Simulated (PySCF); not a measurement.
CH11NOSi3, SMILES C[Si@@H]([SiH3])O[SiH2]N.

Geometry: B3LYP-D3(BJ)/def2-SVP. The structure was generated by enumeration; whether it is a known compound was not checked. One conformer was computed; it need not be the lowest.

Method: TDA-LC-ωPBE/def2-SVPD (PySCF).

Vertical excitations. 

```
state  energy (eV)  λ (nm)      f                                                                    main pairs
-----  -----------  ------  -----  ----------------------------------------------------------------------------
S1            7.08     175  0.033                          HOMO→LUMO+1 47 %, HOMO→LUMO+2 23 %, HOMO→LUMO+3 16 %
S2            7.37     168  0.091                      HOMO−1→LUMO 51 %, HOMO−1→LUMO+4 11 %, HOMO−1→LUMO+2 11 %
S3            7.38     168  0.058            HOMO→LUMO+2 46 %, HOMO→LUMO+1 13 %, HOMO→LUMO+4 9 %, HOMO→LUMO 7 %
S4            7.90     157  0.007  HOMO−2→LUMO+1 39 %, HOMO−2→LUMO+2 21 %, HOMO−2→LUMO 10 %, HOMO−2→LUMO+3 10 %
S5            7.97     156  0.009                                              HOMO→LUMO 59 %, HOMO→LUMO+4 15 %
S6            8.33     149  0.416                                            HOMO→LUMO+3 43 %, HOMO→LUMO+1 19 %
T1            6.05     205      0                          HOMO→LUMO+1 45 %, HOMO→LUMO+2 18 %, HOMO→LUMO+3 16 %
T2            6.27     198      0                          HOMO→LUMO+2 46 %, HOMO→LUMO+1 11 %, HOMO→LUMO+4 10 %
```
Triplets are in the Tamm–Dancoff approximation.
